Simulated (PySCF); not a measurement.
Rows and methods have been separated. Pair them.

Compound: C3H4AlFO2.
Numbering: `[F:1][C:2]1=[CH:3][CH:4]=[O+:5][AlH2-:6][O:7]1` (hydrogens: H8 on C3; H9 on C4; H10, H11 on Al6)

The closed-shell ground state was solved 5 times with PySCF (density fitting, gas phase), always in the pcSseg-1 basis (146 functions), with these functionals: BHandHLYP, BP86, HF, LC-wPBE and mPW1PW91. Geometry: PBE0-D3(BJ)/def2-SVP; no solvent, vibrations or thermal averaging.

```
row  total energy (Eh)  HOMO (eV)  LUMO (eV)  dipole (D)
  P          -609.3902      -7.67      -2.32        3.50
  Q          -609.5113      -6.54      -3.28        3.36
  R          -607.0338     -10.43       1.60        4.01
  S          -609.2963      -8.74      -1.24        3.69
  T          -609.1737     -10.24      -0.06        3.52
```

Which functional belongs to which row?

P = mPW1PW91, Q = BP86, R = HF, S = BHandHLYP, T = LC-wPBE. By rising HOMO–LUMO gap: BP86 (GGA) 3.26 eV; mPW1PW91 (global hybrid, 25 % exact exchange) 5.35 eV; BHandHLYP (global hybrid, 50 % exact exchange) 7.50 eV; LC-wPBE (range-separated hybrid) 10.18 eV; HF (all exact exchange) 12.03 eV. Total energies of different functionals aren't bounds to one another; each is stationary for its own functional.
